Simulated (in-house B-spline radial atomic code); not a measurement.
Configurations of Pr⁵⁺, with energies counted from [Kr] 4d10 5s2 5p6. All numbers are computed (Dirac-Hartree-Fock, average of configuration; Fermi nucleus of rms radius 4.8919 fm) with a radial B-spline atomic code at the basis-set limit, not measured. Energies include first-order Breit, QED and recoil terms.

Occupations are held fixed; configurations that lie above the ionisation limit could autoionise.

```tsv
configuration	E - E(ref) (eV)	highest orbital	its <r> (bohr)
[Kr] 4d10 5s2 (5p1/2)1 (5p3/2)4 (8p3/2)1	70.225	8p3/2	7.948
[Kr] 4d10 5s2 (5p1/2)1 (5p3/2)4 (9p3/2)1	74.486	9p3/2	11.05
[Kr] 4d10 5s1 5p6 (8p1/2)1	92.643	8p1/2	7.815
[Ar] 3d10 4s2 (4p1/2)2 (4p3/2)3 4d10 5s2 5p6 (6f5/2)1	290.17	6f5/2	5.339
[Ar] 3d10 4s2 (4p1/2)1 (4p3/2)4 4d10 5s2 5p6 (8g7/2)1	323.02	8g7/2	13.99
[Ar] (3d3/2)4 (3d5/2)5 4s2 4p6 4d10 5s2 5p6 (7f7/2)1	1005.4	7f7/2	8.099
```

Problem. Order these further configurations by energy, lowest first.
A. [Kr] 4d10 5s2 (5p1/2)1 (5p3/2)4 6s1
B. [Kr] 4d10 5s2 (5p1/2)1 (5p3/2)4 (8f5/2)1
C. [Ar] (3d3/2)4 (3d5/2)5 4s2 4p6 4d10 5s2 5p6 (8f5/2)1
D. [Kr] 4d10 5s1 5p6 (5f7/2)1
E. [Ar] (3d3/2)3 (3d5/2)6 4s2 4p6 4d10 5s2 5p6 (6d5/2)1

Solution. A (41.04 eV), B (75.706 eV), D (78.34 eV), C (1008.9 eV), E (1009.9 eV).

Problem. How far above the reference does [Kr] 4d10 5s2 (5p1/2)2 (5p3/2)3 (5f7/2)1 lie?

Solution. 51.899 eV; its least bound orbital is 5f7/2 with <r> = 3.124 bohr.
